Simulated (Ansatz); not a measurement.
ClSn, doublet, at a GFN2-xTB geometry (such geometries of metal compounds can be far from the true shape) (core potentials on Sn); Ansatz (a first-principles code) with CASSCF(7,5)/def2-SVP.

The Ansatz input:
Ansatz 0.2 input:
```yaml
crystal:
  periodic: [false, false, false]
  atoms:
    - {symbol: Sn, position_ang: [-0.00000000, -0.00000000, -0.60000370]}
    - {symbol: Cl, position_ang: [0.00000000, 0.00000000, 1.76471677]}
basis:
  gaussian:
    orbitals: def2-SVP
hamiltonian:
  xc: hf
correlation: {active_space: {window: {electrons: 7, orbitals: 5}}}
magnetization: {spin_polarized: false, initial_magnetization: 1}
```

Question: Write the output that Ansatz gives for this input, abridged.

Answer: 
```
Functional definition: HF
500 factors; integrals over basis functions are off by at most 4.0e-4 eV
mean field evaluation 1: about -18305.6057 eV, gradient 1.2e1 eV
mean field evaluation 2: about -18305.6120 eV, gradient 1.2e1 eV
mean field evaluation 4: about -18306.2780 eV, gradient 8.0e-1 eV
mean field evaluation 8: about -18306.2840 eV, gradient 1.3e-3 eV
mean field evaluation 16: about -18306.2840 eV, gradient 1.3e-6 eV
mean field -18306.28399480 eV, -672.7435283640 hartree, gradient 9.1e-6 eV, S^2 0.750000; 2 other end points of the search recorded, 0 dependent functions left out
reference -18306.28399480 eV, -672.7435283640 hartree; 20, 19 occupied and 24, 25 virtual orbitals, 500 factors
state -18306.64682958 eV, -672.7568622961 hartree
the orbitals are reached from a further start. From the first start the search ends at -18306.60453993 eV, -672.7553081802 hartree
Total energy: -18306.64682958 eV, -672.7568622961 hartree
```
